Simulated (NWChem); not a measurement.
System: GaNH2BrF; SMILES [NH2][Ga]([F])[Br]

Input file for NWChem:

```
start job
memory heap 200 mb stack 900 mb global 1100 mb
geometry units angstroms
  Ga     0.205006     0.327091    -0.701570
  F      1.846961     0.027478    -1.224236
  Br    -0.451794    -0.591182     1.259331
  N     -0.786867     1.488016    -1.715584
  H     -1.795936     1.389981    -1.729537
  H     -0.447609     1.653696    -2.657421
end
basis spherical
  * library def2-svp
end
dft
  xc pbe0
  iterations 150
end
driver
  maxiter 120
end
task dft optimize
task dft freq
```

Output (shortened):

```
             Northwest Computational Chemistry Package (NWChem) 7.3.0
             --------------------------------------------------------

 C1  symmetry detected

                             Geometry "geometry" -> ""
                             -------------------------

 Output coordinates in angstroms (scale by  1.889725989 to convert to a.u.)

  No.       Tag          Charge          X              Y              Z
 ---- ---------------- ---------- -------------- -------------- --------------
    1 Ga                  31.0000    -0.00093640     0.73440881    -0.01768272
    2 F                    9.0000     1.54602251     1.54940430     0.02311420
    3 Br                  35.0000     0.00857454    -1.52811591     0.00753034
    4 N                    7.0000    -1.49534249     1.79128765     0.07999451
    5 H                    1.0000    -2.35835724     1.46237375    -0.33839166
    6 H                    1.0000    -1.35952826     2.77135751    -0.14499517

 Effective nuclear repulsion energy (a.u.)     528.3308733742

                                Z-matrix (autoz)
                                --------

 Units are Angstrom for bonds and degrees for angles

      Type          Name      I     J     K     L     M      Value
      ----------- --------  ----- ----- ----- ----- ----- ----------
    1 Stretch                  1     2                       1.74899
    2 Stretch                  1     3                       2.26269
    3 Stretch                  1     4                       1.83297
    4 Stretch                  4     5                       1.01392
    5 Stretch                  4     6                       1.01469
    6 Bend                     1     4     5               119.00695
    7 Bend                     1     4     6               115.84754
    8 Bend                     2     1     3               117.51430
    9 Bend                     2     1     4               116.82010
   10 Bend                     3     1     4               125.40734
   11 Bend                     5     4     6               109.61883
   12 Torsion                  2     1     4     5         152.90861
   13 Torsion                  2     1     4     6          18.86502
   14 Torsion                  3     1     4     5         -33.09762
   15 Torsion                  3     1     4     6        -167.14122

                           NWChem Geometry Optimization
                           ----------------------------

[...]

      ----------------------
      Optimization converged
      ----------------------

  Step       Energy      Delta E   Gmax     Grms     Xrms     Xmax
  ---- ---------------- -------- -------- -------- -------- --------
@   16   -4653.54294601 -1.6D-08  0.00004  0.00002  0.00071  0.00171
                                     ok       ok       ok       ok

                                Z-matrix (autoz)
                                --------

 Units are Angstrom for bonds and degrees for angles

[...]

 Rotational Constants
 --------------------
 A=   0.200501 cm-1  (  0.288469 K)
 B=   0.052624 cm-1  (  0.075712 K)
 C=   0.041684 cm-1  (  0.059972 K)

 Temperature                      =   298.15K
 frequency scaling parameter      =   1.0000

 Zero-Point correction to Energy  =   17.711 kcal/mol  (  0.028225 au)
 Thermal correction to Energy     =   21.754 kcal/mol  (  0.034667 au)
 Thermal correction to Enthalpy   =   22.346 kcal/mol  (  0.035611 au)

 Total Entropy                    =   83.271 cal/mol-K
   - Translational                =   41.515 cal/mol-K (mol. weight = 183.8593)
   - Rotational                   =   27.685 cal/mol-K (symmetry #  =        1)
   - Vibrational                  =   14.072 cal/mol-K

 Cv (constant volume heat capacity) =   19.070 cal/mol-K
   - Translational                  =    2.979 cal/mol-K
   - Rotational                     =    2.979 cal/mol-K
   - Vibrational                    =   13.111 cal/mol-K

[normal modes left out]

 ----------------------------------------------------------------------------
 Normal Eigenvalue ||           Projected Infra Red Intensities
  Mode   [cm**-1]  || [atomic units] [(debye/angs)**2] [(KM/mol)] [arbitrary]
 ------ ---------- || -------------- ----------------- ---------- -----------
    1       -0.000 ||    0.000450           0.010         0.439       0.131
    2       -0.000 ||    0.000481           0.011         0.469       0.140
    3       -0.000 ||    0.000032           0.001         0.031       0.009
    4       -0.000 ||    0.000963           0.022         0.939       0.280
    5       -0.000 ||    0.000065           0.002         0.064       0.019
    6        0.000 ||    0.003198           0.074         3.118       0.930
    7      107.890 ||    0.168884           3.896       164.637      49.087
    8      125.357 ||    0.003360           0.078         3.275       0.976
    9      172.506 ||    0.016302           0.376        15.892       4.738
   10      199.603 ||    0.031374           0.724        30.585       9.119
   11      315.491 ||    0.030773           0.710        29.999       8.944
   12      373.716 ||    0.000270           0.006         0.263       0.078
   13      702.436 ||    0.033122           0.764        32.289       9.627
   14      738.156 ||    0.107602           2.482       104.896      31.275
   15      769.048 ||    0.070816           1.634        69.035      20.583
   16     1503.957 ||    0.029410           0.679        28.671       8.548
   17     3634.665 ||    0.057389           1.324        55.946      16.680
   18     3752.364 ||    0.064802           1.495        63.172      18.835
 ----------------------------------------------------------------------------
```

Level: PBE0/def2-SVP. This build's default masses of Se (78.918 u) and Br (79.917 u) are each other's, which moves their modes by up to 0.6 %.
